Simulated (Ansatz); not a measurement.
Frontier orbitals of F₂H₂O₂Sn, SMILES `[OH][Sn]([OH])([F])[F]`.

Total charge 0; spin multiplicity 1. Correlated methods include outer-core shells of Sn, which these sets cover unevenly. Sn takes the def2 core potential. All single points use the PBE0-D4/def2-TZVP geometry. It is one conformer, not always the lowest. Basis def2-TZVPP, Ansatz.

```csv
functional,HOMO (eV),LUMO (eV),gap (eV)
PBE,-8.22,-3.48,4.74
revPBE,-8.13,-3.32,4.81
BLYP,-8.14,-3.48,4.66
PBE0,-10.05,-2.48,7.57
r2SCAN0,-10.36,-2.33,8.03
HSE06 (plane-wave form),-9.64,-2.86,6.78
LC-ωPBE,-12.99,-0.09,12.90
ωB97M-V,-12.57,-0.42,12.15
```

From PBE to PBE0 the HOMO moves by −1.83 eV and the LUMO by +0.99 eV, and with ωB97M-V by −4.35 and +3.05 eV, so the gap grows from 4.74 to 12.14 eV with exact exchange.

LC-ωPBE has ω = 0.4 bohr⁻¹.
